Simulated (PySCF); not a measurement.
Ga(Me)(NH2) (CH5GaN), SMILES [Ga]([NH2])[CH3], multiplicity 2. Atoms are numbered in the order given.

```xyz
8

Ga     0.3882     0.0451     0.0000
C     -0.5671    -1.7072     0.0000
H     -0.2891    -2.2892    -0.8911
H     -1.6554    -1.5368     0.0000
H     -0.2891    -2.2892     0.8911
N     -0.6388     1.5575     0.0000
H     -1.6543     1.5565     0.0000
H     -0.2718     2.5016     0.0000
```
Charge 0, spin multiplicity 2.

Geometry: PBE0-D3(BJ)/def2-SVP. The multiplicity is an assumed one; other spin states were not compared. The isomer is the one that the SMILES or the coordinates give; other isomers of the formula were not compared. One conformer was computed; it need not be the lowest.

Computed with PySCF with PBE0-D3(BJ)/def2-SVP.

Frequencies are harmonic and unscaled.

Computed vibrational spectrum:
```
mode  ν (cm⁻¹)  IR (km/mol)  moving atoms (share of kinetic energy)
----  --------  -----------  --------------------------------------
1           44          0.1                                  H 92 %
2          159          1.1         H 31 %, N 28 %, C 23 %, Ga 18 %
3          244        166.0                          H 82 %, N 17 %
4          376         29.5                                  H 97 %
5          523         13.0                 C 66 %, H 17 %, Ga 14 %
6          619          3.2                          H 85 %, N 11 %
7          681          2.9                          H 84 %, C 15 %
8          688         68.9                 N 65 %, Ga 19 %, H 15 %
9          740         74.5                          H 76 %, C 13 %
10        1173          2.5                          H 82 %, C 18 %
11        1413          8.5                                  H 95 %
12        1425          3.8                                  H 95 %
13        1508         20.4                          H 90 %, N 10 %
14        3053          7.2                                  H 97 %
15        3171          3.5                          H 90 %, C 10 %
16        3177          2.1                           H 91 %, C 9 %
17        3592         11.0                                  H 96 %
18        3712         29.2                           H 91 %, N 9 %
```
